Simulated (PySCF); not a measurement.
An unknown is described by computed data only.

Elements present: C, H, O, P and Si. Monoisotopic mass: 183.9961 u.

* NMR, other nuclei: isotropic shieldings of nuclei other than C and H, by class: 249 (1 O), 270 (1 O), 358 (1 Si), 368 (1 Si), 393 (1 Si), 605 (1 P) ppm [GIAO PBE0/pcSseg-1]
* Rotational structure: rotational constants A, B, C: 0.934, 0.803, 0.655 GHz [GFN2-xTB]
* 1H NMR: chemical shifts (computed TMS as zero) by class: 5.38 (1 H), 5.22 (3 H), 5.19 (1 H), 1.01 (2 H), 0.51 (3 H), 0.29 (3 H) ppm [GIAO PBE0/pcSseg-1]
* 13C NMR: chemical shifts (computed TMS as zero) by class: 7.8 (1 C), 2.1 (1 C) ppm [GIAO PBE0/pcSseg-1]
* Dipole: 0.22 D [PBE0/pcSseg-1]

Electronic properties: PySCF, gas phase, density fitting. Levels stand in brackets. Isolated species at its GFN2-xTB geometry (one conformer only). GFN2-xTB frequencies show an imaginary mode (30i cm⁻¹), so this geometry is no minimum at that level. NMR classes are plain means over equivalent atoms (diastereotopic ones count apart unless rotation or inversion swaps them), as if these changed places fast.

Problem. Which formula fits the mass and the elements?

Solution. C2H13O2PSi3 (calculated 183.9961). No other formula that holds each of these elements comes within 0.0003 u with a fitting electron parity and a possible valence count.

Problem. What is the compound? Reason from the data.

Solution. Numbering: `[CH3:1][SiH2:2][O:3][Si@@:4]([CH3:5])([PH2:6])[O:7][SiH3:8]`. 2 carbons fall into 2 classes; from least to most shielded: Si-methyl carbon [C5] (7.8 ppm), Si-methyl carbon [C1] (2.1 ppm). Hydrogen classes from least to most shielded: 1 H on an oxygen-bound silicon, Si2 (5.38 ppm), 3 H on an oxygen-bound silicon, Si8 (5.22 ppm), 1 H on an oxygen-bound silicon, Si2 (5.19 ppm), 2 H on a three-coordinate phosphorus, P6 (1.01 ppm), 3 H on an Si-methyl carbon, C1 (0.51 ppm, a mean of values up to 0.8 ppm apart in this geometry), 3 H on an Si-methyl carbon, C5 (0.29 ppm). The other shieldings belong to: 249 ppm, siloxane oxygen [O3]; 270 ppm, siloxane oxygen [O7]; 358 ppm, oxygen-bound silicon [Si4]; 368 ppm, oxygen-bound silicon [Si2]; 393 ppm, oxygen-bound silicon [Si8]; 605 ppm, three-coordinate phosphorus [P6]. The optimised geometry has point group C1 and is an asymmetric top. Structure: `C[SiH2]O[Si@@](C)(P)O[SiH3]`. Computed isomers that give other values at the same levels: `CO[SiH](OC)P([SiH3])[SiH3]` (13C chemical shifts (computed TMS as zero) by class: 53.0 (2 C) ppm); `CCO[Si@H](O)[SiH2][SiH2]P` (13C chemical shifts (computed TMS as zero) by class: 61.6 (1 C), 19.4 (1 C) ppm); `COCO[SiH2]P([SiH3])[SiH3]` (13C chemical shifts (computed TMS as zero) by class: 94.7 (1 C), 57.0 (1 C) ppm). The assignments are read from this structure; whether some other isomer fits the data as well wasn't checked. The mirror image fits equally.

Conformer computed: `[CH3:1][SiH2:2][O:3][Si@@:4]([CH3:5])([PH2:6])[O:7][SiH3:8]`: C1–Si2–O3–Si4 36°, Si2–O3–Si4–C5 173°, O3–Si4–O7–Si8 -33°, H–P6–Si4–O3 -70°, H–P6–Si4–O3 -163°.
